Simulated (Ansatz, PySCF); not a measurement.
Pair of molecules: CH5N (SMILES CN) (first 7 atoms) with CH2O2 (SMILES O=CO); geometry from B3LYP-D3(BJ)/def2-TZVP, rigid monomers moved along the line of their centres of mass till N2···H12 is 2.95 Å.
(charge 0, multiplicity 1):
```xyz
12

C     -0.2824     0.2170     0.0966
N      0.8015    -0.5139     0.7701
H      0.0400     1.2408    -0.0934
H     -1.1417     0.2460     0.7650
H     -0.5908    -0.2333    -0.8514
H      1.6234    -0.5802     0.1808
H      0.5002    -1.4576     0.9896
O     -1.1245    -0.7849     4.6572
C     -0.3243    -0.0468     5.1828
O      0.7487     0.4692     4.6109
H     -0.4109     0.2835     6.2289
H      0.8039     0.1338     3.6468
```

Counterpoise-corrected where a basis set is named; no monomer relaxation. Rows marked so take none.

Rows in 6-31G* carry no dispersion term and start afresh at each structure (6-31G* with six Cartesian d functions).

Codes used: Ansatz (Gaussian basis) for Hartree–Fock, density functionals and correlated methods; PySCF for 6-31G* rows, the dispersion terms. Values without a source in brackets are computed.

Problem. Give the interaction energy at the level r2SCAN-D4/def2-TZVPPD.

Solution. -4.6 kcal/mol

Problem. Give the interaction energy at the level PBE0/def2-TZVPPD.

Solution. -4.2 kcal/mol

Problem. Give the interaction energy at the level M06-2X/6-31G* (no counterpoise).

Solution. -5.4 kcal/mol

Ansatz is an electronic-structure program.
